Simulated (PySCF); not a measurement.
C₃H₆O₂Si. Atoms are numbered in the order given.

```xyz
12

O      2.2703     0.6197    -0.3360
Si     1.1689    -0.5218     0.1814
C     -0.4897     0.2948     0.6116
C     -1.7043    -0.6008     0.6735
C     -2.0689    -0.0711    -0.5094
O     -1.0299     0.8231    -0.6714
H      2.0045     1.1372    -1.1065
H      0.8665    -1.5440    -0.8601
H      1.7664    -1.1471     1.3898
H     -0.4220     1.1083     1.3534
H     -2.0787    -1.3570     1.3572
H     -2.8473    -0.1722    -1.2685
```

Coordinates come from a B3LYP-D3(BJ)/def2-SVP optimisation. The structure was generated by enumeration; whether it is a known compound was not checked. One conformer was computed; it need not be the lowest.

Method: PBE/pcSseg-1 run with PySCF.

GIAO shieldings, no solvent; atoms listed in one row are averaged. δ = σ(ref) − σ: ¹⁷O against H2O (σ = 334.3 ppm); ²⁹Si against TMS (σ = 335.4 ppm); ¹³C against TMS (σ = 182.0 ppm); ¹H against TMS (σ = 31.49 ppm), references at their B3LYP-D3(BJ)/def2-TZVP geometries, non-relativistic.

```json
[
 {"nucleus": "¹⁷O", "atoms": "O6", "count": "1", "δ (ppm)": "211.4"},
 {"nucleus": "¹⁷O", "atoms": "O1", "count": "1", "δ (ppm)": "32.9"},
 {"nucleus": "²⁹Si", "atoms": "Si2", "count": "1", "δ (ppm)": "-9.7"},
 {"nucleus": "¹³C", "atoms": "C5", "count": "1", "δ (ppm)": "161.9"},
 {"nucleus": "¹³C", "atoms": "C4", "count": "1", "δ (ppm)": "109.9"},
 {"nucleus": "¹³C", "atoms": "C3", "count": "1", "δ (ppm)": "96.5"},
 {"nucleus": "¹H", "atoms": "H12", "count": "1", "δ (ppm)": "7.04"},
 {"nucleus": "¹H", "atoms": "H11", "count": "1", "δ (ppm)": "5.91"},
 {"nucleus": "¹H", "atoms": "H10", "count": "1", "δ (ppm)": "5.90"},
 {"nucleus": "¹H", "atoms": "H9", "count": "1", "δ (ppm)": "5.29"},
 {"nucleus": "¹H", "atoms": "H8", "count": "1", "δ (ppm)": "4.93"},
 {"nucleus": "¹H", "atoms": "H7", "count": "1", "δ (ppm)": "1.52"}
]
```
